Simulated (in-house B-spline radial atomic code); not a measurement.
The magnesium ion Mg⁵⁺: [He] 2s2 2p3

Computed with a radial B-spline atomic code at the basis-set limit: Dirac-Kohn-Sham OLYP, spherical fractional occupations, Fermi nucleus of rms radius 3.057 fm.

Effective charges: Z_r = [3n² - l(l+1)]/(2<r>) from the radius, Z_e = n√(-2ε) from the energy, and Slater's rules. Values are occupation-weighted means over j.

```csv
shell,electrons,ε (eV),<r> (bohr),Z_r,Z_e,Slater
1s,2,-1406.2,0.1302,11.52,10.17,11.70
2s,2,-195.56,0.6262,9.58,7.58,8.90
2p,3,-164.63,0.5756,8.69,6.96,8.90
```

The least bound orbital is 2p3/2 at -164.5 eV, while the most diffuse is 2s1/2 (<r> = 0.6262 bohr against 0.5761 bohr): energy order and size order differ.

Spin-orbit splittings of the orbital energies (j = l + 1/2 above j = l - 1/2 when positive): 2p 0.3956 eV.

For the 1s electron the small component carries 0.18 % of the norm, the zero-frequency Breit interaction raises the level by 0.6605 eV, self-energy by 0.2782 eV, and vacuum polarisation lowers it by 0.01611 eV.
